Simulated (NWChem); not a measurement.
Molecule: silacyclobutane (C₃H₈Si); SMILES C1C[SiH2]C1

```xyz
12

C     -0.1939     1.3395     0.0000
C      0.1580     0.4158    -1.1982
Si    -0.0693    -1.0380     0.0000
C      0.1580     0.4158     1.1982
H      0.3197     2.3160     0.0000
H     -1.2761     1.5503     0.0000
H      1.2172     0.5213    -1.4850
H     -0.4572     0.5257    -2.1023
H     -1.4563    -1.6006     0.0000
H      0.9021    -2.1780     0.0000
H      1.2172     0.5213     1.4850
H     -0.4572     0.5257     2.1023
```
Atoms are numbered in this order, from 1.

Results from NWChem. Pople sets run with spherical d functions. Structure relaxed at the PBE0/def2-SVP level. Solvent water, SMD (1 M gas to 1 M solution), gas-phase geometry. Reactions with the solvent are ignored.

Taking PBE0/6-311++G** as the yardstick, which of these has the fewest basis functions while keeping “solvation free energy (kcal/mol)” within 0.3 kcal/mol of it: PBE0/6-31+G*; PBE0/3-21G; PBE0/6-31G*; PBE0/STO-3G; PBE0/6-311G**?

PBE0/3-21G.
```json
[
 {"level": "PBE0/STO-3G", "basis functions": "32", "solvation free energy (kcal/mol)": "2.2", "relative time (rough)": "1"},
 {"level": "PBE0/3-21G", "basis functions": "56", "solvation free energy (kcal/mol)": "1.8", "relative time (rough)": "2"},
 {"level": "PBE0/6-31G*", "basis functions": "76", "solvation free energy (kcal/mol)": "1.9", "relative time (rough)": "4"},
 {"level": "PBE0/6-31+G*", "basis functions": "92", "solvation free energy (kcal/mol)": "1.8", "relative time (rough)": "5"},
 {"level": "PBE0/6-311G**", "basis functions": "128", "solvation free energy (kcal/mol)": "1.8", "relative time (rough)": "8"},
 {"level": "PBE0/6-311++G**", "basis functions": "152", "solvation free energy (kcal/mol)": "1.8", "relative time (rough)": "10"}
]
```

The yardstick is one finite set, not the basis-set limit.
